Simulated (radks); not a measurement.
Problem. These are the eigenvalues of the occupied orbitals of an atom or ion with whole-number occupations (eV). Calculated with a radial shooting solver on a logarithmic mesh with Libxc functionals: scalar-relativistic Kohn-Sham, PBE, spin-polarised, spherical densities, finite nucleus; Fermi nuclear charge, rms radius of each element as measured or else 0.836 A^(1/3) + 0.57 fm.

orbital  eigenvalue
1s up     -35814.05
1s down   -35814.01
2s up     -5632.369
2s down   -5632.345
2p up     -5054.498
2p down   -5054.457
3s up     -1184.494
3s down   -1184.452
3p up     -998.5035
3p down   -998.4560
3d up     -725.4632
3d down   -725.4174
4s up     -237.2986
4s down   -237.2033
4p up     -177.8212
4p down   -177.7241
4d up      -91.2280
4d down    -91.0916
5s up      -42.9856
5s down    -42.2116
5p up      -29.1423
5p down    -28.3487

Which element is it, and in what charge state? The configuration may be excited. Open shells, if any, are filled with parallel spins first.

Solution. Z = 55, caesium, charge +2: Cs2+ in [Kr] 4d10 5s2 5p5. The list shows which subshells hold electrons but not how many an open one holds; the 1s level, -1316.1 hartree, gives Z - s = 51.3 by -(Z - s)^2/2, which with screening and relativity narrows Z to a few neighbours, and the depths of the outer levels then fix element, charge and occupations together.
